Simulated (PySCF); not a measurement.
# Cl4Se2Si2: core ionisation energies

Compound: cyclo-(Cl2SiSe)2.
Z-matrix (Å and degrees, PBE0-D3(BJ)/def2-SVP geometry), rows numbered from 1:
```
Si
Cl  1  2.0495
Cl  1  2.0482  2  106.81
Se  1  2.2737  2  111.74  3   123.28
Si  4  2.2726  1   78.47  2   120.20
Cl  5  2.0488  4  112.62  1   119.68
Cl  5  2.0484  4  111.88  1  -120.04
Se  1  2.2726  2  112.58  3  -123.23
```

Method used: PySCF, delta-SCF UKS SCAN, pcX-2 on the ionised atom, pcseg-1 elsewhere, spin-free X2C. Vertical ΔSCF values, vacuum level as zero.

**Question.** List the computed XPS lines with their assignment.

**Answer.** 
```csv
atom(s),bonded to,level,binding energy (eV),2p1/2 (eV),count
Cl2/Cl3/Cl6/Cl7,Si,Cl 1s,2829.04,–,4
Si1/Si5,2 Cl and 2 Se,Si 1s,1849.52,–,2
Cl2/Cl3/Cl6/Cl7,Si,Cl 2p3/2,206.45,208.11,4
Si1/Si5,2 Cl and 2 Se,Si 2p3/2,109.42,110.05,2
```

**Question.** Give the binding energy of Si 2p3/2 of Si1/Si5 in hartree and in kJ/mol.

**Answer.** 109.42 eV = 4.0211 Eh = 10557 kJ/mol.

The first atom of each set that the bonding makes equivalent was ionised and stands for the set. Spin–orbit coupling isn't in the SCF: each 2p doublet comes from a relaxed spin-free hole plus a matrix of the shell (mean-field spin–orbit coupling and the ground-state 2p splitting), with 2p3/2 averaged over its two sublevels. 2p1/2 minus 2p3/2 (ligand field included): Si 0.62 eV, Cl 1.65 eV. No level of selenium is listed. The structure is a single PBE0-D3(BJ)/def2-SVP conformer in the gas phase; no vibrational or solvent corrections.
